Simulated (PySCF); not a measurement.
# Sn: excitation energy

Sn [Kr] 4d10 5s2 5p2 (3P) → Sn [Kr] 4d10 5s1 5p3 (5S), as a difference of total energies. Calculation: PySCF 2.14, in x2c-QZVPPall (13s9p7d4f1g, 112 functions); scalar relativity by spin-free X2C-1e. Correlated levels: valence: [Kr] 4d10 frozen; valence and next inner shell: [Ar] 3d10 frozen. The calculations carry no spin-orbit coupling.

```csv
method,excitation energy (eV),error (eV)
UHF,2.968,-1.639
LDA,5.353,+0.746
PBE,5.118,+0.511
PBE0,4.723,+0.116
r2SCAN,4.478,-0.129
TPSS,4.915,+0.308
wB97X-V,4.923,+0.316
HSE06,4.804,+0.197
MP2 (valence),3.781,-0.826
SCS-MP2 (valence),4.143,-0.464
MP2 (valence and next inner shell),4.626,+0.019
SCS-MP2 (valence and next inner shell),4.850,+0.243
```

Reference: 4.607 eV (measured; NIST levels, between the centres of gravity of the two terms).

Errors of the correlated levels include the incompleteness of this basis and the frozen core.
